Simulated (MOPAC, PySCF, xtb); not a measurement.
Dimer: CH4O (SMILES CO) (first 6 atoms) with CH4S (SMILES CS); geometry from B3LYP-D3(BJ)/def2-TZVP, rigid monomers moved along the line of their centres of mass till O2···H12 is 2.09 Å.
(charge 0, multiplicity 1):
| atom | x (Å) | y (Å) | z (Å) |
|---|---|---|---|
| C | -0.2896 | -0.5451 | 0.0904 |
| O | -0.1998 | 0.7684 | 0.6352 |
| H | -1.2677 | -0.7301 | -0.3651 |
| H | -0.1510 | -1.2349 | 0.9213 |
| H | 0.4924 | -0.7335 | -0.6519 |
| H | -0.2780 | 1.4103 | -0.0770 |
| C | -1.2401 | 0.0580 | 3.6937 |
| S | 0.5418 | -0.3013 | 3.5574 |
| H | -1.7570 | -0.1941 | 2.7707 |
| H | -1.6240 | -0.5629 | 4.5014 |
| H | -1.4111 | 1.1042 | 3.9384 |
| H | 0.7544 | 0.4544 | 2.4667 |

Counterpoise-corrected where a basis set is named; no monomer relaxation. Rows marked so take none.

Rows in 3-21G, STO-3G carry no dispersion term and start afresh at each structure. The state reached by PM6 isn't checked.

Codes used: MOPAC for PM6 (differences of heats of formation); PySCF for 3-21G rows, STO-3G rows; xtb for the GFN methods. Values without a source in brackets are computed.

Task: One of these levels gives -4.06 kcal/mol for the interaction energy. Which?
(A) HF/3-21G (no counterpoise)
(B) HF/STO-3G (no counterpoise)
(C) GFN-FF
(D) PM6

Result: A, HF/3-21G (no counterpoise). The others give -1.43 (GFN-FF), -3.19 (PM6), 0.28 (HF/STO-3G (no counterpoise))
